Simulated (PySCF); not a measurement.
Boron: a sound run and one with changed settings

Sound run: B⁺ [He] 2s2, B²⁺ [He] 2s1. Computed with PySCF 2.14 in def2-SVP (3s2p1d, 14 functions), with the non-relativistic Hamiltonian (point nucleus). In the sound run the correlated levels freeze 1s2. The sound run starts from symmetry-adapted Hartree-Fock orbitals and uses a fine grid where one is needed.

A second run was set up differently.

```
species   method  sound run (hartree)  changed run (hartree)  converged
     B⁺      MP2            -24.23480              -24.23588        yes
     B⁺  CCSD(T)            -24.26125              -24.26204        yes
    B²⁺      MP2                  n/a              -23.34790        yes
    B²⁺  CCSD(T)                  n/a              -23.34797        yes
```

Ionisation energy of B⁺:

```tsv
method	sound run (eV)	changed run (eV)
UHF	23.260	23.260
MP2	24.154	24.163
SCS-MP2	24.333	24.343
CCSD	24.874	24.872
CCSD(T)	24.874	24.873
```

(1) What was changed?
A. a valence shell is frozen
B. all electrons correlated in a valence basis
C. too few SCF iterations
D. minimal basis

Answers

(1) B. A valence basis has no tight correlating functions, so it recovers only part of the core correlation, and not evenly between atom and ion.
